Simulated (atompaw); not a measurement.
## europium: PAW (atompaw) pseudisation with PBE, scalar-relativistic reference atom.

atompaw 4.2.0.5 was run on this input:

```
Eu 63
GGA-PBE scalarrelativistic loggrid 2001 logderivrange -6 5 276
6 6 5 4 0 0
6 1 0
5 2 1
4 3 6
0 0 0
c
c
c
c
v
v
c
c
c
v
v
c
c
v
v
3
2.60 2.00 1.95 1.30
n
n
y
2.45
n
y
-0.2
n
bloechl sinc
4 0 troulliermartins
PWSCFOUT
UPFDX 0.0125d0 UPFXMIN -7.d0 UPFZMESH 63.d0
END
```

Command:

```bash
atompaw < Eu.input > Eu.log
```

The program printed (summary file):

```
Completed calculations for Eu (AE)

 Exchange-correlation type: GGA, Perdew-Burke-Ernzerhof

 Radial integration grid is logarithmic
 r0 =   1.0731559E-04 h =   6.7608823E-03   n =      2001 rmax =   8.0000000E+01

 Scalar relativistic calculation

 AEatom converged in  41 iterations
   nz     =  63.00
   delta  =       3.136346970061E-16

 All Electron Orbital energies:
  n  l      occupancy      energy
  1  0      2.0000000E+00 -3.5556951E+03
  2  0      2.0000000E+00 -5.8430792E+02
  3  0      2.0000000E+00 -1.2902772E+02
  4  0      2.0000000E+00 -2.6031355E+01
  5  0      2.0000000E+00 -3.5443691E+00
  6  0      2.0000000E+00 -2.9838162E-01
  2  1      6.0000000E+00 -5.2060954E+02
  3  1      6.0000000E+00 -1.0920832E+02
  4  1      6.0000000E+00 -1.9502160E+01
  5  1      6.0000000E+00 -1.9576339E+00
  6  1      0.0000000E+00 -9.8070526E-02
  3  2      1.0000000E+01 -8.2722490E+01
  4  2      1.0000000E+01 -1.0405819E+01
  5  2      1.0000000E+00 -1.9398032E-01
  4  3      6.0000000E+00 -6.1468276E-01

 Total energy
   Total                    :   -21687.87714144923666

 ---
 Completed calculations for Eu (SC)

 Exchange-correlation type: GGA, Perdew-Burke-Ernzerhof

 Radial integration grid is logarithmic
 r0 =   1.0731559E-04 h =   6.7608823E-03   n =      2001 rmax =   8.0000000E+01

 Scalar relativistic calculation

 SCatom converged in   3 iterations
   nz     =  63.00
   delta  =       6.965679730416E-17

 Valence Electron Orbital energies:
  n  l      occupancy      energy
   5  0      2.0000000E+00 -3.5443691E+00
   6  0      2.0000000E+00 -2.9838162E-01
   5  1      6.0000000E+00 -1.9576339E+00
   6  1      0.0000000E+00 -9.8070521E-02
   5  2      1.0000000E+00 -1.9398032E-01
   4  3      6.0000000E+00 -6.1468276E-01

 Total energy
   Total                    :   -21687.87714145121936
   Valence                  :     -641.53784697114952

 PAW parameters:
       lmax =            3
         rc =    2.6142584642985862
        irc =         1495
   rc_shape =    2.0083102418281773
    rc_vloc =    1.9547233975934712
    rc_core =    1.3028683997392814
   Vloc: Norm-conserving Troullier-Martins with l= 4;e=   0.0000E+00
   Projector type: Bloechl + Gram-Schmidt ortho.
   Sinc^2 compensation charge shape zeroed at   2.0083E+00

 Number of basis functions     8
 No.   n  nodes  l      Energy         Cp coeff         Occ
  1    5    4    0   -0.3544369E+01 -0.1034370E+02  0.2000000E+01
  2    6    5    0   -0.2983816E+00 -0.1344652E+02  0.2000000E+01
  3    5    3    1   -0.1957634E+01 -0.7326938E+01  0.6000000E+01
  4    6    4    1   -0.9807052E-01 -0.9191580E+01  0.0000000E+00
  5    5    2    2   -0.1939803E+00 -0.4723197E+01  0.1000000E+01
  6  999    3    2    0.2450000E+01 -0.6923416E+01  0.0000000E+00
  7    4    0    3   -0.6146828E+00  0.8587010E+01  0.6000000E+01
  8  999    1    3   -0.2000000E+00  0.1234239E+02  0.0000000E+00

 Eigenvalues of overlap operator (in the basis of projectors):
    1        5.39568512E-02
    2        1.89004598E-01
    3        2.35883009E-01
    4        1.88563289E+00
    5        2.10645754E+00
    6        3.37356027E+00
    7        5.47964735E+00
    8        3.57498972E+01

 Orbital leakage outside PAW augmentation regions
   orb  is_core?  %out_of_sphere
   1 0    T           0.00
   2 0    T           0.00
   3 0    T           0.00
   4 0    T           0.00
   5 0    F           1.25
   6 0    F          86.91
   2 1    T          -0.00
   3 1    T           0.00
   4 1    T           0.00
   5 1    F           5.13
   6 1    F          96.32
   3 2    T           0.00
   4 2    T           0.00
   5 2    F          48.21
   4 3    F           1.08

 Summary of PAW energies
   Total valence energy     :   -641.53784412253174
   Smooth energy            :    -29.94805475003195
   One center               :   -611.58978937249981
   Smooth kinetic           :     77.42734442947327
   Vloc energy              :    -71.44112681744458
   Smooth exch-corr         :    -47.05432592066618
   One-center xc            :   -436.23593457702356
```

The run took about 14 s on one core of a shared server CPU.
